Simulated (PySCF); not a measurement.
Job for PySCF: R-HF/STO-3G on BrGeHO (SMILES [OH][Ge][Br]), a point of a torsion scan.

```python
from pyscf import gto, scf, dft, mp
from pyscf.data.elements import chemcore

mol = gto.M(
    atom='''
    O    -0.97770133    0.04196231    0.08055130
    Ge    0.37623891    1.09098222   -0.09397664
    Br    0.24344068    1.67536966   -2.40832661
    H    -1.57852985   -0.68891759   -0.02574782
    ''',
    basis='sto-3g',
    charge=0, spin=0, verbose=3, max_memory=1800)
mf = scf.RHF(mol)
mf.conv_tol = 1e-8
mf.max_cycle = 100
mf.kernel()
if not mf.converged:
    mf = mf.newton().run(mf.mo_coeff, mf.mo_occ)
```

**Question.** Predict the final total energy.

**Answer.** -4670.8538 hartree.
